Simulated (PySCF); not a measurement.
GeS, SMILES [S]=[Ge] (connectivity only; charge and spin as stated), neutral, multiplicity 1. The structure is a stationary point at B3LYP-D3(BJ)/def2-TZVP.

The numbers are results of B3LYP-D3(BJ)/def2-TZVP in PySCF, not measurements.

Harmonic wavenumbers (cm⁻¹): 575. Rotational constants (GHz): 5.522 (linear); symmetry number 1.

Problem. Work out the zero-point energy and the ideal-gas rigid-rotor harmonic-oscillator thermochemistry at 298.15 K and 1 atm.

Solution. ZPE = ½ Σ hcν = ½ × 575 cm⁻¹ = 3.44 kJ/mol. H − E(el) = 12.57 kJ/mol. Entropy in J/(mol K): translation 166.75, rotation 66.73, vibration 2.07, total 235.55. G − E(el) = -57.66 kJ/mol. Cp = 33.65 J/(mol K).
